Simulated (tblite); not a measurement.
C5H4FN2 (doublet state).
Numbering: `[N:1]=[CH:2][C:3]1=[C:4]([F:5])[CH:6]=[N:7][CH2:8]1` (hydrogens: H9 on C2; H10 on C6; H11, H12 on C8)
Bond orders are those of one Lewis drawing.

Computed with GFN2-xTB (tblite), gas phase: L-BFGS steps from a force-field or distance-geometry start until the largest atomic force falls under 0.01 eV/Å.

Step 5: E = -630.8053 eV
```
atom  x, y, z in Å  |  force x, y, z in eV/Å
N1      2.7331   -0.5968    0.0017    0.210   0.047   0.024
C2      1.8914    0.2785    0.1846    0.036  -0.199  -0.047
C3      0.4597    0.1023    0.0513   -0.177   0.073   0.015
C4     -0.5323    1.0064    0.2316    0.058  -0.024   0.014
F5     -0.4251    2.2828    0.5847    0.081   0.153   0.032
C6     -1.7852    0.3474   -0.0198   -0.045   0.018   0.025
N7     -1.6298   -0.8848   -0.3369    0.015   0.055   0.016
C8     -0.2248   -1.1729   -0.3278   -0.031   0.038  -0.001
H9      2.1697    1.2999    0.4748    0.053   0.069   0.020
H10    -2.7338    0.8478    0.0613   -0.103  -0.189  -0.070
H11    -0.0128   -1.9796    0.3790   -0.047  -0.011  -0.023
H12     0.0909   -1.5316   -1.3106   -0.048  -0.030  -0.005
```

Step 6: E = -630.8111 eV
```
atom  x, y, z in Å  |  force x, y, z in eV/Å
N1      2.7430   -0.5916    0.0034    0.160  -0.009   0.011
C2      1.8881    0.2706    0.1834    0.159   0.025   0.003
C3      0.4573    0.1039    0.0511    0.011  -0.016   0.014
C4     -0.5313    1.0069    0.2334   -0.056   0.186   0.046
F5     -0.4219    2.2855    0.5847    0.080   0.094   0.023
C6     -1.7852    0.3507   -0.0180   -0.069   0.000   0.016
N7     -1.6278   -0.8801   -0.3351    0.003  -0.052  -0.022
C8     -0.2225   -1.1689   -0.3271   -0.178  -0.028  -0.022
H9      2.1715    1.2966    0.4737    0.002  -0.023  -0.002
H10    -2.7410    0.8372    0.0573   -0.075  -0.126  -0.046
H11    -0.0163   -1.9786    0.3752   -0.018  -0.035   0.038
H12     0.0873   -1.5331   -1.3081   -0.018  -0.016  -0.059
```

**Question.** Estimate the geometry and energy of step 7. (The exact step hangs on the optimiser's Hessian estimate; all steps are aligned on step 6, rigid shifts and turns removed.)

**Answer.** E = -630.8145 eV, largest force 0.218 eV/Å
```
atom  x, y, z in Å  |  force x, y, z in eV/Å
N1      2.7520   -0.5884    0.0047    0.078   0.002   0.011
C2      1.8884    0.2660    0.1826    0.197   0.092   0.016
C3      0.4563    0.1049    0.0513    0.055  -0.021   0.018
C4     -0.5315    1.0101    0.2353   -0.063   0.145   0.027
F5     -0.4184    2.2890    0.5851    0.071   0.071   0.020
C6     -1.7865    0.3538   -0.0163    0.009  -0.156  -0.028
N7     -1.6268   -0.8787   -0.3346   -0.056   0.068   0.004
C8     -0.2237   -1.1670   -0.3271   -0.164  -0.047  -0.022
H9      2.1728    1.2941    0.4730   -0.017  -0.057  -0.010
H10    -2.7469    0.8282    0.0539   -0.094  -0.060  -0.024
H11    -0.0190   -1.9785    0.3734   -0.007  -0.035   0.056
H12     0.0845   -1.5342   -1.3074   -0.009  -0.002  -0.069
```

The energy changes by -0.0033 eV. The first-order estimate −F·Δx gives -0.0046 eV and the mean of the old and new forces, exact on a quadratic surface, -0.0034 eV. The step makes an angle of 53° with the force vector and moves no atom by more than 0.011 Å.

What follows is the cost of the whole relaxation. On one thread, Arm Neoverse V2 (aarch64) (shared host), this took under 0.1 s wall.
